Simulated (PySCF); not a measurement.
## Radial density of Zn²⁺ (zinc, charge +2)

UHF, [Ar] 3d10, closed-shell 1S. All numbers are calculated (PySCF 2.14, the spin-free X2C one-electron Hamiltonian (Gaussian nucleus), in cc-pVDZ-DK (6s5p3d1f, 43 functions)).

```tsv
r (bohr)	4πr²ρ (e/bohr)
0.000893	0.2895
0.00150	0.7202
0.00253	1.753
0.00425	4.115
0.00715	9.099
0.0120	18.09
0.0202	29.92
0.0340	36.70
0.0572	31.39
0.0963	31.72
0.162	42.05
0.272	24.93
0.458	22.26
0.771	20.04
1.30	5.037
2.18	0.4726
3.67	0.01189
```

Densities and radii are taken from the X2C orbitals without a picture-change correction, which distorts them close to the nucleus.
